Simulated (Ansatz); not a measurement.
GeH2Me(OEt) (C3H10GeO). Charge 0, multiplicity 1. Geometry PBE0-D4/def2-SVP, basis def2-TZVP, Ansatz.

```json
{"run": "A", "HOMO (eV)": "-5.90", "LUMO (eV)": "-0.01"}
{"run": "B", "HOMO (eV)": "-5.97", "LUMO (eV)": "-0.10"}
{"run": "C", "HOMO (eV)": "-9.90", "LUMO (eV)": "2.40"}
{"run": "D", "HOMO (eV)": "-6.29", "LUMO (eV)": "0.28"}
{"run": "E", "HOMO (eV)": "-7.50", "LUMO (eV)": "0.76"}
```

Another isomer (singlet) lies 1.11 eV lower at PBE0-D4/def2-TZVP; other spin states weren't run for this one.

**Question.** The runs used BLYP, PBE, PBE0, r2SCAN, ωB97M-V. Estimate which is which.

**Answer.** A BLYP (0 % exact exchange); B PBE (0 % exact exchange); C ωB97M-V (range-separated); D r2SCAN (0 % exact exchange); E PBE0 (25 % exact exchange). Exact exchange lowers occupied and raises empty levels; among semilocal functionals meta-GGAs tend to open the gap a little, and such runs are hard to tell apart. The gap grows from 5.87 eV (PBE) to 12.30 eV (ωB97M-V).
